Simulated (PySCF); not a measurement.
**Electronic structure of Ge (germanium, neutral) at the M06-L level**

Configuration: [Ar] 3d10 4s2 4p2, high-spin 3P determinant. Computed with PySCF 2.14 in cc-pVDZ-PP with ECP10MDF (4s3p2d, 23 functions), with a scalar-relativistic core potential.

| Quantity | Value |
| --- | --- |
| Total energy | -294.5510 hartree |
| One-electron energy | -522.3963 hartree |
| Hartree (Coulomb) energy | 252.6983 hartree |
| Exchange-correlation energy | -24.8530 hartree |
| ⟨S²⟩ | 2.0029 |
| ⟨L²⟩ | 2.008 |
| Sum of ⟨r⟩ | 22.39 bohr |
| Sum of ⟨r²⟩ | 39.77 bohr² |
| Traceless quadrupole moment −½Σ⟨3z² − r²⟩ along its main axis | 3.62 e·bohr² |
| Time after the integrals | 0.39 s of wall time on 1 thread of Neoverse-V2 (shared host) |

```csv
shell,electrons,mean orbital energy (hartree),spread (hartree),"rms radius, mean of both spins (bohr)"
3s α,1,-6.32178,0,0.671
3s β,1,-6.32022,0,0.671
3p α,3,-4.40276,0.01365,0.702
3p β,3,-4.40048,0.01480,0.702
3d α,5,-1.11444,0.01177,0.822
3d β,5,-1.10912,0.01619,0.822
4s α,1,-0.45343,0,2.32
4s β,1,-0.39613,0,2.32
4p α,2,-0.16028,0,3.04
```

Energies and moments cover only the electrons outside the core potential.
